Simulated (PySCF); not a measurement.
# Correlation energy of Ru (ruthenium, neutral)

[Kr] 4d7 5p1, one real determinant (an excited configuration). Computed with PySCF 2.14 in ANO-RCC-VTZP, with the spin-free X2C one-electron Hamiltonian (Gaussian nucleus). Frozen: [Kr]; 8 electrons correlated.

MP2 pair energies summed by pair of shells (mhartree):

| pair | energy | share (%) |
| --- | --- | --- |
| 4d-4d | -158.57 | 89.6 |
| 4d-5p | -18.41 | 10.4 |

Total MP2 correlation energy: -176.98 mhartree.

Same-spin part -78.73 and opposite-spin part -98.25 mhartree; SCS-MP2 scales them by 1/3 and 6/5 to -144.14 mhartree.

The basis was made for the ground configuration and has no added diffuse functions, which can raise the energy of the promoted electron.

The reference is one real determinant that mixes LS terms of this configuration.
